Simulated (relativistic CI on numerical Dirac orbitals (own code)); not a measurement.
**Radial parameters of I⁶⁺**

Computed by Dirac-Coulomb-Breit CI, separate exchange-only KLI orbitals for each configuration, QED by a radiative potential, unscaled Slater integrals (own radial code, finite nucleus).

Slater integrals F^k, G^k are unscaled and averaged over j, outside the closed core [Kr]; ζ comes from projecting the Hamiltonian with its Breit term on Σ l·s of the shell.

- 4d10 5p: ζ(5p) = 9555.6 cm⁻¹; <r>(5p) = 1.91, <r^2>(5p) = 4.075 (bohr units).
- 4d10 5d: ζ(5d) = 850.96 cm⁻¹; <r>(5d) = 2.371, <r^2>(5d) = 6.292 (bohr units).
- 4d10 5f: ζ(5f) = 66.568 cm⁻¹; <r>(5f) = 3.425, <r^2>(5f) = 13.64 (bohr units).

In this model ζ of a weakly bound d, f or g electron outside closed shells comes out too small, for d by up to a factor of two or three and at times with the wrong sign; that of an outer p electron is too small as well.

Averages of the first 10 configurations, taken without configuration mixing, which lowers the lowest level and can move excited configurations by several eV; other configurations of the list can lie among them:

| Configuration | Parity | States | Average energy above the lowest level (eV) |
| --- | --- | --- | --- |
| 4d10 5s | even | 2 | 0.1 |
| 4d10 5p | odd | 6 | 14.1 |
| 4d10 5d | even | 10 | 33.4 |
| 4d10 5f | odd | 14 | 53.2 |
| 4d10 4f | odd | 14 | 33.6 |
| 4d10 5g | even | 18 | 59.2 |
| 4d10 6s | even | 2 | 40.6 |
| 4d10 6p | odd | 6 | 46.2 |
| 4d9 5s2 | even | 10 | 46.3 |
| 4d9 5s 4f | odd | 280 | 78.1 |
